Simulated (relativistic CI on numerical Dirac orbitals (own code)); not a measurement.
Os39+: sensitivity of the levels to the model

Base calculation: Dirac-Coulomb-Breit CI, separate exchange-only KLI orbitals for each configuration, QED by a radiative potential, unscaled Slater integrals.

Configurations in the expansion (outside the closed core [Ar] 3d10): 4s²4p⁶4d, 4s²4p⁶4f, 4s²4p⁵4d², 4s4p⁶4d², 4s²4p⁵4d4f, 4s4p⁶4d4f, 4s²4p⁶5s, 4s²4p⁶5p, 4s²4p⁶5d, 4p⁶4d²4f, 4s²4p⁵4d5s, 4s²4p⁶5f, 4s²4p⁵4d5p, 4s4p⁶4f5s, 4s²4p⁶5g, 4s4p⁶4d5s, 4s²4p⁵4d5d, 4p⁶4d³, 4p⁵4d⁴, 4p⁵4d³4f, 4p⁶4d4f², 4p⁶4f³, 4p⁵4d²4f², 4p⁵4d4f³, 4p⁶4f²5s, 4s4p⁶4f², 4s4p⁵4f³, 4s4p⁶4f5p, 4s4p⁵4f²5p, 4p⁶4f²5p. Double excitations out of closed p, d and f shells are left out; levels of such configurations are missing from the list, as are those of other unlisted configurations, and high levels can miss mixing partners. These lack a partner that the ground configuration has and come out too high: 4s²4p⁵4d5s, 4s²4p⁵4d5p, 4s²4p⁵4d5d, 4s²4p⁶5d, 4s²4p⁶5f.

Variants: (1) one mean potential for all configurations. Shifts of the energy above 4s²4p⁶4d ²D3/2, in eV, for the lowest level and the first level of each name with at least 55 % of one term (blank where a level changes its place among those of its configuration and J or its character, or is not in the variant):

```tsv
Level	Base	Δ(1)
4s²4p⁶4d ²D3/2	0.000	0.000
4s²4p⁶4d ²D5/2	22.097	0.000
4s²4p⁵4d² ⁴D°1/2	160.016	-0.022
4s²4p⁵4d² ⁴G°9/2	182.165	-0.023
4s²4p⁵4d² ²H°11/2	186.595	-0.022
4s²4p⁵4d² ²G°9/2	195.152	-0.023
4s²4p⁵4d² ⁴G°11/2	204.660	-0.023
4s²4p⁵4d² ²P°1/2	211.978	-0.024
4s²4p⁵4d² ²P°3/2	224.268	-0.024
4s²4p⁶4f ²F°7/2	236.948	-0.107
4s²4p⁵4d4f ⁴G7/2	376.827	-0.151
4s²4p⁵4d4f ⁴D1/2	381.285	-0.150
```

At this charge energies of transitions that change n are usually good to better than 1 %, and those within a shell (Δn = 0) to a few per cent.

Ionisation energy from the two ground configurations alone: base 1775.63 eV. The NIST ASD value (theoretical) is 1776 eV.

LS names give the leading component of a level, which can be under half, so a name can repeat, a term be missing and a line seem to break the LS rules.
